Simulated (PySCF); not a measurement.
**SiSe from Hartree–Fock to correlated methods**

State: ¹Σ⁺ (singlet), closed shell. Set-up: Si x2c-SVPall, Se x2c-SVPall; spin-free X2C with a Gaussian nucleus (PySCF 2.14). De refers to Si + Se in their high-spin ground configurations, without counterpoise correction. A positive dipole means Si(−)Se(+).

| Level | Re (Å) | ωe (cm⁻¹) | De (eV) | μ (D) |
| --- | --- | --- | --- | --- |
| RHF | 2.040 | 642 | 3.19 | -1.74 |
| RHF-MP2 | 2.073 | 588 | 5.27 | n/a |
| RHF-SCS-MP2 | 2.072 | 591 | 5.10 | n/a |
| RHF-CCSD | 2.066 | 602 | 4.84 | n/a |
| RHF-CCSD(T) | 2.080 | 576 | 5.10 | n/a |
| PBE | 2.088 | 563 | 5.81 | -0.97 |
| r²SCAN | 2.071 | 585 | 5.59 | -1.06 |
| TPSSh | 2.071 | 583 | 5.52 | -1.08 |
| r²SCANh | 2.064 | 595 | 5.48 | -1.13 |
| PBE0 | 2.063 | 597 | 5.48 | -1.18 |
| M06 | 2.061 | 594 | 5.65 | -1.12 |
| ωB97X | 2.041 | 631 | 5.46 | -1.22 |

(1) Which functional lies closest to RHF-CCSD(T) in De, which farthest, and by how much do they differ from it?

(2) What does a quarter of exact exchange do here, going from PBE to PBE0?

(3) What does the step from GGA to meta-GGA do here, going from PBE to r²SCAN?

Correlated steps freeze 14 core orbitals. Correlated levels converge slowly with the basis: in double zeta they bind strong bonds too weakly, by up to about 1 eV, and carry superposition errors of some tenths. Where the molecule has an RHF reference, its open-shell atoms are computed with UHF.

Results:

(1) Closest is ωB97X (-3.9 pm in Re, +9.5 % in ωe, +0.36 eV in De against RHF-CCSD(T) in the same basis), farthest PBE (+0.8 pm in Re, -2.3 % in ωe, +0.71 eV in De). CCSD(T) converges more slowly with the basis than the functionals do and binds too weakly in this one, so the order can change at the basis-set limit.

(2) PBE0 less PBE: -2.5 pm in Re, +6.0 % in ωe, -0.33 eV in De. Exact exchange removes part of the self-interaction that spreads semilocal densities, and in most molecules shortens and stiffens the bond and lowers De; so it does here.

(3) r²SCAN less PBE: -1.7 pm in Re, +3.9 % in ωe, -0.22 eV in De.
